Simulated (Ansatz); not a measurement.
Species: C₈H₇FSSi, SMILES `c1c(sc2cc([SiH3])ccc12)F` (charge 0, multiplicity 1), formula C$_{8}$H$_{7}$FSSi.

Question: How many basis functions does frozen-core CCSD(T)/cc-pVDZ // PBE-D3(BJ)/def2-SVP run with Ansatz (an electronic-structure program) use, how many core orbitals are frozen, and how many electrons are correlated?

Answer: 197 basis functions and 19 frozen orbitals, which leaves 56 correlated electrons. Core time is of the order of minutes.
